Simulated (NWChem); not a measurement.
# dimethyl carbonate (C₃H₆O₃); SMILES COC(=O)OC

```xyz
12

C     -2.3159     0.0000    -0.0194
O     -1.0778    -0.0001    -0.7044
C      0.0000     0.0000     0.0718
O      0.0000     0.0000     1.2742
O      1.0778     0.0001    -0.7044
C      2.3159     0.0000    -0.0194
H     -2.4172     0.8940     0.6138
H     -3.0927    -0.0031    -0.7929
H     -2.4148    -0.8909     0.6185
H      3.0927     0.0031    -0.7929
H      2.4172    -0.8940     0.6138
H      2.4148     0.8909     0.6185
```
Atoms are numbered in this order, from 1.

All runs: NWChem. Coordinates come from a PBE0/def2-SVP optimisation. Level TPSS/def2-SVP: single points from the atomic guess with DIIS by default; each run changes one setting, and all converged runs end within 0.3 mHa of each other.

Problem. Which setting needs the most SCF iterations, or fails (occupation smearing of 0.005 Ha; DIIS on 20 Fock matrices; defaults; no level shifting; no DIIS, 40 % damping)?

Solution. no DIIS, 40 % damping, which doesn't converge.
```
setting                                SCF iterations
-------------------------------  --------------------
defaults                                            8
no level shifting                                   8
DIIS on 20 Fock matrices                            8
occupation smearing of 0.005 Ha                     8
no DIIS, 40 % damping            not converged in 200
```
